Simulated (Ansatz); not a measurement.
**Strength of the O–Sn bond: SnH(OH)3 → SnH(OH)2 + OH**

Species: SnH(OH)3, singlet; SnH(OH)2, doublet; OH, doublet. 

Shapes, held fixed at every level: PBE0-D4/def2-TZVP. Flexible molecules stand in one conformer, not always the lowest. Programs: Ansatz 0.2.0. The zero-point and thermal change to 298 K, harmonic and unscaled (PBE0-D4/def2-TZVP), is -12.4 kJ/mol.

Problem. Estimate ΔH(298 K) of this reaction.

Solution. The highest level, CCSD(T)/def2-TZVPP, gives ΔH(298 K) = +386.0 kJ/mol; the levels span +254.5 to +394.7. The column of differences is taken from that level and isn't an error. Hartree–Fock misses the correlation of the pair that is broken and comes out low. No measured value is set beside it here. Open shells run unrestricted. For atoms past krypton def2 sets carry core potentials with scalar relativity. Outer-core shells of Sn are correlated, in sets that cover them unevenly.

```csv
level,kind,ΔH(298 K) (kJ/mol),less CCSD(T)/def2-TZVPP
MP2/def2-SVP,perturbation theory,+394.7,+8.7
HF/def2-TZVPP,Hartree–Fock,+254.5,-131.5
B3LYP-D4/def2-TZVPP,global hybrid,+360.0,-26.0
BHLYP-D4/def2-TZVPP,global hybrid,+351.5,-34.5
CCSD(T)/def2-SVP,coupled cluster or CI,+363.1,-22.9
CCSD/def2-SVP,coupled cluster or CI,+357.9,-28.1
CCSD/def2-TZVPP,coupled cluster or CI,+375.2,-10.8
CCSD(T)/def2-TZVPP,coupled cluster or CI,+386.0,0.0
```
